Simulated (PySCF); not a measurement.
# Bromine: a sound run and one with changed settings

Sound run: Br [Ar] 3d10 4s2 4p5, Br⁺ [Ar] 3d10 4s2 4p4. Calculation: PySCF 2.14, in def2-SVP (5s4p3d, 32 functions); the non-relativistic Hamiltonian (point nucleus). In the sound run the correlated levels freeze [Ar] 3d10. The sound run starts from symmetry-adapted Hartree-Fock orbitals and uses a fine grid where one is needed.

Changed run: scalar relativity by spin-free X2C-1e. This setting is unsound on purpose.

| species | method | sound run (hartree) | changed run (hartree) | converged |
| --- | --- | --- | --- | --- |
| Br | UHF | -2572.08220 | -2596.75768 | yes |
| Br | M06-L | -2573.70552 | -2598.38068 | yes |
| Br | M06-2X | -2573.84102 | -2598.51396 | yes |
| Br | MP2 | -2572.17971 | -2596.85502 | yes |
| Br | CCSD(T) | -2572.19582 | -2596.87089 | yes |
| Br⁺ | UHF | -2571.68517 | -2596.36215 | yes |
| Br⁺ | M06-L | -2573.27111 | -2597.94766 | yes |
| Br⁺ | M06-2X | -2573.40857 | -2598.08270 | yes |
| Br⁺ | MP2 | -2571.76251 | -2596.43909 | yes |
| Br⁺ | CCSD(T) | -2571.78005 | -2596.45628 | yes |

Ionisation energy of Br:

```json
{"method": "UHF", "sound run (eV)": "10.804", "changed run (eV)": "10.763"}
{"method": "M06-L", "sound run (eV)": "11.821", "changed run (eV)": "11.783"}
{"method": "M06-2X", "sound run (eV)": "11.768", "changed run (eV)": "11.735"}
{"method": "MP2", "sound run (eV)": "11.353", "changed run (eV)": "11.318"}
{"method": "SCS-MP2", "sound run (eV)": "11.334", "changed run (eV)": "11.299"}
{"method": "CCSD", "sound run (eV)": "11.309", "changed run (eV)": "11.277"}
{"method": "CCSD(T)", "sound run (eV)": "11.314", "changed run (eV)": "11.282"}
```

Most of the change in total energy is the relativistic energy itself. On top of that the contraction fixes the core shape for the Hamiltonian it was made with, so the changed run is not a good calculation with the other Hamiltonian either.

For comparison, NIST gives 11.814 eV between the lowest levels.
